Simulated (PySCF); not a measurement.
Input for PySCF: R-B3LYP/LANL2DZ on C3H12Si (a complex).

```python
from pyscf import gto, scf, dft, mp
from pyscf.data.elements import chemcore

mol = gto.M(
    atom='''
    C     0.87883875    0.08670683    0.45526027
    C    -0.51024346    0.68180204    0.24485405
    H     1.55682397    0.36663610   -0.35335539
    H     0.84171862   -1.00329362    0.49444022
    H     1.32616653    0.43233309    1.38938324
    H    -0.47748493    1.77313645    0.22720046
    H    -1.19534105    0.38359377    1.04033541
    H    -0.94294756    0.35026877   -0.70095558
    C    -0.48925057    0.85909422    4.15423255
    Si   -0.12538649   -0.97718365    4.02994808
    H     0.02634910    1.29753349    5.01060011
    H    -1.55936997    1.03445658    4.27894447
    H    -0.16382341    1.38592261    3.25640474
    H     1.32715506   -1.21393064    3.84926965
    H    -0.84298239   -1.57973679    2.88106844
    H    -0.56035250   -1.67408621    5.26549461
    ''',
    basis='lanl2dz',
    ecp={'Si': 'lanl2dz'},
    charge=0, spin=0, verbose=3, max_memory=1800)
mf = dft.RKS(mol, xc='b3lyp')
mf.conv_tol = 1e-8
mf.max_cycle = 100
mf.kernel()
if not mf.converged:
    mf = mf.newton().run(mf.mo_coeff, mf.mo_occ)
```

The log:

```
converged SCF energy = -125.405988795932
```

Self-consistency was reached.

Cost: very roughly 25 core-seconds.
